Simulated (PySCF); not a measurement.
Adding and removing an electron: SnBr

PBE0; basis Sn def2-TZVPPD with ECP28, Br def2-TZVPPD; scalar-relativistic core potentials; PySCF 2.14. Neutral (UKS): doublet (π ↑), Re = 2.519 Å, ωe = 243 cm⁻¹, De = 3.57 eV, HOMO -5.01 eV, LUMO -3.21 eV.

SnBr⁺ (UKS): singlet (closed shell), Re = 2.401 Å, ωe = 301 cm⁻¹, De = 3.91 eV to Sn⁺ + Br. The energies at the minima are -2788.20215 hartree for SnBr and -2787.94620 for SnBr⁺.

Task: Work out the adiabatic ionisation energy, without and with harmonic zero-point energies (1 hartree = 27.2114 eV, 1 eV = 8065.5 cm⁻¹), and the change of the bond length.

Result: At PBE0: 0.25595 hartree = 6.965 eV between the minima; the zero-point term (301.0 − 243.0)/2 cm⁻¹ = +0.004 eV makes it 6.968 eV. Re changes by -11.8 pm against the neutral. The electron leaves a π orbital, and the shorter bond of the ion fits an antibonding orbital, or a change in how ionic the bond is.

SnBr⁻ (UKS): triplet (π ↑↑), Re = 2.706 Å, ωe = 170 cm⁻¹, De = 1.66 eV to Sn + Br⁻. The energies at the minima are -2788.20215 hartree for SnBr and -2788.25910 for SnBr⁻.

Task: Work out the adiabatic electron affinity, without and with harmonic zero-point energies (1 hartree = 27.2114 eV, 1 eV = 8065.5 cm⁻¹), and the change of the bond length.

Result: At PBE0: 0.05695 hartree = 1.550 eV between the minima; the zero-point term (243.0 − 170.0)/2 cm⁻¹ = +0.005 eV makes it 1.554 eV. Re changes by +18.7 pm against the neutral. The electron enters a π orbital, and the longer bond of the ion fits an antibonding orbital, or a change in how ionic the bond is.

These are scalar-relativistic numbers at best; spin–orbit coupling would shift them, the dissociation energy most. For an ion De counts to the pair picked by the measured ionisation energies or electron affinities, which need not be the lowest pair at this level. The highest Kohn–Sham level is positive in this anion. Much of that is self-interaction error, but it also means that the finite basis helps to hold the extra electron. States were picked by a PBE0 search and need not be the measured ground states.
